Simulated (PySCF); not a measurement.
Sn(SH)4, SMILES [SH][Sn]([SH])([SH])[SH] (H4S4Sn), singlet at its CAM-B3LYP/def2-SVP optimised geometry (Å):

```
9

S     -1.3050    -2.1806     1.9197
Sn    -0.2632    -1.1567     0.0000
S     -0.9519    -2.4458    -1.9189
S     -0.9461     1.1567     0.0000
S      2.1489    -1.1567     0.0000
H     -1.0179    -3.4338     1.5064
H     -0.0392    -1.8727    -2.7328
H     -2.2280     0.8615     0.3055
H      2.2280    -0.1684     0.9169
```

Method: CAM-B3LYP/def2-TZVP, def2 effective core potentials past Kr in PySCF 2.14.0. The core electrons that the potentials of Sn replace are not part of the density.

Map of the electrostatic potential (hartree/e), clipped to [-0.08, 0.12] on the plane z = 1.0 Å:

```
|11111111111111111111111111111|
|11111111111111111111111111111|
|11111111111111111111111111111|
|11111111111110111111111111111|
|11111111111100001111111111111|
|11222221111100001111111111111|
|22222222221110001111111111111|
|22222222333321001111222222111|
|22223334457752111112222222211|
|22233455699995211222222222221|
|22334678999998422223333322222|
|22335799999999433334555432222|
|22335799999997544456898643222|
|22334578779998766669999953222|
|22233456678999999789999963222|
|22223345679999999999999964222|
|11222234699999999999999964221|
|11111224699999999999999963221|
|11111123799999999999999952211|
|11110014999999999979999632111|
|11000014999999999744554211111|
|11000015999999998522111000001|
|11000014999999975321000000001|
|11000013799999754311000000001|
|11110112599999643211000000001|
|11111112599999543211100000011|
|11111122479997532211110000111|
|11111122457875432211111111111|
|11111122345554332211111111111|
```
Scale: ten equal steps from -0.022 (start of '0') to 0.120 (end of '9'), in the order '0123456789'; x runs from -4.50 to 4.50, y from -4.50 (bottom) to 4.50 (top).
